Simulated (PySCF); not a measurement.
A structure optimised at PBE-D3(BJ)/def2-SVP, used in a PySCF frequency run:

```xyz
11

C     -1.0645     1.8589     0.0000
C     -0.5887     0.5995     0.0000
O     -1.3349    -0.5421     0.0000
C     -0.4418    -1.6558     0.0000
O      0.8815    -1.1613     0.0000
C      0.8568     0.2219     0.0000
O      1.8455     0.9082     0.0000
H     -0.3358     2.6800     0.0000
H     -2.1411     2.0734     0.0000
H     -0.6148    -2.2696     0.9124
H     -0.6148    -2.2696    -0.9124
```

Write its SMILES, formula and point group.

C=C1OCOC1=O, C₄H₄O₃, Cs

What are its rotational constants (standard atomic weights)?

3.8619, 3.5342, 1.8683 GHz
